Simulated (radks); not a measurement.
The numbers below are computed, except where a source is named.
Ionisation of the bromine ion Br+, [Ar] 3d10 4s2 4p4, to [Ar] 3d10 4s2 4p3 as the strength of local exchange is varied. Code: a radial shooting solver on a logarithmic mesh with Libxc functionals. Model: scalar-relativistic Kohn-Sham, Slater X-alpha exchange (alpha = 2/3 is LDA exchange), no correlation, spin-polarised, spherical densities, point nucleus; open shells are filled with parallel spins first.

alpha  E(Br+) (hartree)  exchange (hartree)  IE (eV)  -e of the level emptied (eV)  <r> of it (bohr)
0.551       -2584.79425           -70.09772   18.639                   13.923 (4p)             2.042
0.667       -2599.60865           -85.32410   19.855                   15.130 (4p)             1.994
0.679       -2601.14583           -86.90852   19.983                   15.258 (4p)             1.989
0.741       -2609.10186           -95.12232   20.654                   15.927 (4p)             1.965
0.892       -2628.57609          -115.32061   22.340                   17.619 (4p)             1.909

NIST Atomic Spectra Database: 21.591 eV (measured). The Delta-SCF value meets it near alpha = 0.82. Open shells are spherical and high-spin; term and fine-structure splittings are not resolved.
